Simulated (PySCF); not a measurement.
**Fractional electron number in Pd (palladium, neutral)**

The 4d beta orbital of [Kr] 4d10 is emptied in steps (occupation f), with all orbitals relaxed, ending at [Kr] 4d9. Computed with PySCF 2.14 in def2-TZVPPD with the def2 core potential (28 electrons) (6s4p3d2f1g, 56 functions), with a scalar-relativistic core potential. The exact energy is a straight line in f; departures are measured from the line between the end points of the same method.

```csv
f,UHF (eV),LDA (eV),PBE (eV),PBE0 (eV),r2SCAN (eV),LC-wPBE (eV),BHandHLYP (eV),wB97X (eV),BLYP (eV),M06-2X (eV)
1,0.000,0.000,0.000,0.000,0.000,0.000,0.000,0.000,0.000,0.000
0.75,0.446,-0.985,-0.957,-0.612,-0.892,-0.078,-0.271,-0.137,-0.957,-0.291
0.5,0.561,-1.329,-1.289,-0.826,-1.194,-0.112,-0.374,-0.191,-1.288,-0.399
0.25,0.397,-1.009,-0.976,-0.626,-0.901,-0.090,-0.289,-0.149,-0.976,-0.308
0,0.000,0.000,0.000,0.000,0.000,0.000,0.000,0.000,0.000,0.000
```

Problem. For BLYP, how does the orbital energy at f = 1 compare with the removal energy?

Solution. −ε = 3.608 eV against a total-energy difference of 8.649 eV. By Janak's theorem ε = ∂E/∂f, so the gap between them reflects the curvature. Along the path −ε is 6.060 (f = 0.75), 8.596 (f = 0.5), 11.213 (f = 0.25) eV.

| method | E(f=0) − E(f=1) (eV) | −ε at f=1 (eV) | −ε at f=0.5 (eV) |
| --- | --- | --- | --- |
| UHF | 6.225 | 8.749 | 6.095 |
| LDA | 9.162 | 3.974 | 9.100 |
| PBE | 8.690 | 3.648 | 8.638 |
| PBE0 | 8.327 | 5.103 | 8.291 |
| r2SCAN | 8.360 | 3.672 | 8.332 |
| LC-wPBE | 8.174 | 7.792 | 8.142 |
| BHandHLYP | 7.943 | 6.553 | 7.893 |
| wB97X | 8.349 | 7.652 | 8.318 |
| BLYP | 8.649 | 3.608 | 8.596 |
| M06-2X | 8.418 | 6.911 | 8.374 |

Reference removal energy between the ground levels: 8.337 eV (measured; NIST Atomic Spectra Database, ionization energies). The calculation has no spin-orbit coupling. UHF lacks correlation.
